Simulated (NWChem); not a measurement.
All runs are NWChem calculations. System: FIn, charge 0, spin multiplicity 1, at a geometry optimised with B3LYP/def2-SVP with def2 effective core potentials on In. The structure started from a generated list of species. Level: B3LYP/def2-SVPD with def2 effective core potentials on In, VWN1-RPA local correlation.

The NWChem input:

```
start mol
memory heap 200 mb stack 900 mb global 1100 mb
geometry units angstroms nocenter noautoz
  In     0.000000     0.000000    -0.311099
  F      0.000000     0.000000     1.693760
  symmetry group C2v
end
basis spherical
  * library def2-svpd
end
ecp
  In library def2-ecp
end
dft
  xc b3lyp
  semidirect memsize 60000000 filesize 0
  iterations 100
end
property
  dipole
  response 1 0.0773
end
task dft property
```

Output (cleaned and shortened):

```
             Northwest Computational Chemistry Package (NWChem) 7.3.0
             --------------------------------------------------------

                                NWChem Input Module
                                -------------------

 Scaling coordinates for geometry "geometry" by  1.889725989
 (inverse scale =  0.529177249)

 Turning off AUTOSYM since
 SYMMETRY directive was detected!

                             Geometry "geometry" -> ""
                             -------------------------

 Output coordinates in angstroms (scale by  1.889725989 to convert to a.u.)

  No.       Tag          Charge          X              Y              Z
 ---- ---------------- ---------- -------------- -------------- --------------
    1 In                  49.0000     0.00000000     0.00000000    -0.31109900
    2 F                    9.0000     0.00000000     0.00000000     1.69376000

 Effective nuclear repulsion energy (a.u.)     116.4007876907

            Nuclear Dipole moment (a.u.)
            ----------------------------
        X                 Y               Z
 ---------------- ---------------- ----------------
     0.0000000000     0.0000000000    -0.0000207870

      Symmetry information
      --------------------

 Group name             C2v
 Group number             16
 Group order               4
 No. of unique centers     2

      Symmetry unique atoms

     1    2


 Summary of "ao basis" -> "" (spherical)
 ------------------------------------------------------------------------------
       Tag                 Description            Shells   Functions and Types
 ---------------- ------------------------------  ------  ---------------------
 *                         def2-svpd                  on all atoms

                                 NWChem DFT Module
                                 -----------------

 Summary of "ao basis" -> "ao basis" (spherical)
 ------------------------------------------------------------------------------
       Tag                 Description            Shells   Functions and Types
 ---------------- ------------------------------  ------  ---------------------
 In                        def2-svpd                12       32   5s4p3d
 F                         def2-svpd                 9       23   4s3p2d

 Summary of "ao basis" -> "ao basis" (spherical)
 ------------------------------------------------------------------------------
       Tag                 Description            Shells   Functions and Types
 ---------------- ------------------------------  ------  ---------------------
 In                        def2-svpd                12       32   5s4p3d
 F                         def2-svpd                 9       23   4s3p2d

            General Information
            -------------------
          SCF calculation type: DFT
          Wavefunction type:  closed shell.
          No. of atoms     :     2
          No. of electrons :    30
           Alpha electrons :    15
            Beta electrons :    15
          Charge           :     0
          Spin multiplicity:     1
          Use of symmetry is: off; symmetry adaption is: off
          Maximum number of iterations: 100
          AO basis - number of functions:    55
                     number of shells:    21
          Convergence on energy requested:  1.00D-06
          Convergence on density requested:  1.00D-05
          Convergence on gradient requested:  5.00D-04

              XC Information
              --------------
[...]
     9     -0.105570  1 In px                10      0.101431  1 In py
    37      0.100953  2 F  px                 6     -0.097879  1 In px
    38     -0.096995  2 F  py                 7      0.094041  1 In py

 Vector   17  Occ=0.000000D+00  E=-7.016483D-02
              MO Center=  3.3D-09, -4.1D-09, -4.7D-01, r^2= 4.5D+00
   Bfn.  Coefficient  Atom+Function         Bfn.  Coefficient  Atom+Function
  ----- ------------  ---------------      ----- ------------  ---------------
    16      0.476741  1 In py                15      0.458051  1 In px
    13      0.378989  1 In py                12      0.364131  1 In px
    10     -0.105570  1 In py                 9     -0.101431  1 In px
    38      0.100953  2 F  py                 7     -0.097879  1 In py
    37      0.096995  2 F  px                 6     -0.094041  1 In px

 Vector   18  Occ=0.000000D+00  E=-7.004994D-03
              MO Center=  1.9D-08, -1.5D-08, -8.9D-01, r^2= 6.6D+00
   Bfn.  Coefficient  Atom+Function         Bfn.  Coefficient  Atom+Function
  ----- ------------  ---------------      ----- ------------  ---------------
    17      1.068852  1 In pz                 4      0.838055  1 In s
    36     -0.646222  2 F  s                 14      0.409913  1 In pz
    45      0.359710  2 F  pz                 5     -0.264617  1 In s
     3      0.209245  1 In s                 30     -0.168673  1 In d  0
    42      0.158859  2 F  pz                39     -0.153968  2 F  pz

 center of mass
 --------------
 x =   0.00000000 y =   0.00000000 z =  -0.05035159

 moments of inertia (a.u.)
 ------------------
         234.007193299691           0.000000000000           0.000000000000
           0.000000000000         234.007193299691           0.000000000000
           0.000000000000           0.000000000000           0.000000000000

     Multipole analysis of the density
     ---------------------------------

     L   x y z        total         alpha         beta         nuclear
     -   - - -        -----         -----         ----         -------
     0   0 0 0     -0.000000    -15.000000    -15.000000     30.000000

     1   1 0 0     -0.000000     -0.000000     -0.000000      0.000000
     1   0 1 0      0.000000      0.000000      0.000000      0.000000
     1   0 0 1     -1.371539     -8.916245     -8.916245     16.460951

     2   2 0 0    -18.937939     -9.468970     -9.468970      0.000000
     2   1 1 0      0.000000      0.000000      0.000000      0.000000
     2   1 0 1      0.000000      0.000000      0.000000      0.000000
     2   0 2 0    -18.937939     -9.468970     -9.468970      0.000000
     2   0 1 1     -0.000000     -0.000000     -0.000000      0.000000
     2   0 0 2    -26.351881    -62.906298    -62.906298     99.460715

 *** CALLING NEW AORESP DRIVER FOR CLOSED AND OPEN SHELLS ***
 Entering AOResponse driver routine

--------------------------------------------------------------------------------

          ****************
          *** RESPONSE ***
          ****************

 Response module for NWChem and dynamic CPKS solver

          -----------------------------------------------
          Solving response equations for perturbing field
          -----------------------------------------------

 number of frequencies:     1
 frequency in a.u.:  0.7730000E-01
 Perturbing field: electric
 Using El. Dipole Length Gauge

 Setting up CPKS with frequency omega =      0.07730000 a.u.

                            NWChem Dynamic CPHF Module
                            --------------------------

    scftype = RHF
    nclosed =   15
      nopen =    0
  variables =     1200
  num. vecs =        3
  tolerance =   1.0D-04
  max. iter =   50

  int2e_file: Failed to allocate cache ... halving
 SCF residual:    1.9899155034679746E-004

Iterative solution of linear equations
  No. of variables     1200
  No. of equations        3
  Maximum subspace       30
       Convergence  1.0D-04

 ga_lkain filestub:cphf_sol
 ga_lkain filesoln:./mol.cphf_sol

   iter   nsub   residual    time
   ----  ------  --------  ---------
     1      3    4.25D+00      10.3
     2      6    5.57D+00      16.6
     3      9    7.52D-01      23.6
     4     12    6.02D-02      30.5
     5     15    1.46D-02      37.1
     6     18    3.12D-03      43.0
     7     21    5.66D-04      48.9
     8     24    8.06D-05      54.8

 Electric Dipole Response Matrix (nonzero elements):

              1        2        3
    1   41.7817  -0.0000  -0.0000
    2   -0.0000  41.7817   0.0000
    3   -0.0000   0.0000  46.5221

 ------------------------------------------
 average:        43.36181 + I       0.00000

 DFT Linear Response polarizability / au
 Frequency  =       0.0773000 / au
 Wavelength =     589.4353558 / nm
              X              Y              Z
 -----------------------------------------------
 X      41.7816797     -0.0000002     -0.0000001
 Y      -0.0000002     41.7816796      0.0000001
 Z      -0.0000001      0.0000001     46.5220685
 -----------------------------------------------
 Eigenvalues =      41.7816799     41.7816794     46.5220685
 Isotropic   =      43.3618093
 Anisotropic =       4.7403889
 -----------------------------------------------

 Magnetic Dipole Response Matrix (nonzero elements):
 Optical rotation tensor Beta

              1        2        3
    1   -0.0000 -29.0711   0.0000
    2   29.0711   0.0000   0.0000
    3    0.0000   0.0000   0.0000

 ------------------------------------------
 average:        -0.00000 + I       0.00000

 Exiting AOResponse driver routine

          -------------
          Dipole Moment
          -------------

 Center of charge (in au) is the expansion point
         X =       0.0000000 Y =       0.0000000 Z =       0.5486984

   Dipole moment        1.3715386319 A.U.
             DMX       -0.0000000046 DMXEFC        0.0000000000
             DMY        0.0000000036 DMYEFC        0.0000000000
             DMZ       -1.3715386319 DMZEFC        0.0000000000
   -EFC- dipole         0.0000000000 A.U.
   Total dipole         1.3715386319 A.U.

   Dipole moment        3.4861298233 Debye(s)
             DMX       -0.0000000118 DMXEFC        0.0000000000
             DMY        0.0000000090 DMYEFC        0.0000000000
             DMZ       -3.4861298233 DMZEFC        0.0000000000
   -EFC- dipole         0.0000000000 DEBYE(S)
   Total dipole         3.4861298233 DEBYE(S)

 1 a.u. = 2.541766 Debyes

 Task  times  cpu:       54.8s     wall:       54.8s

 Total times  cpu:       54.9s     wall:       54.9s
```
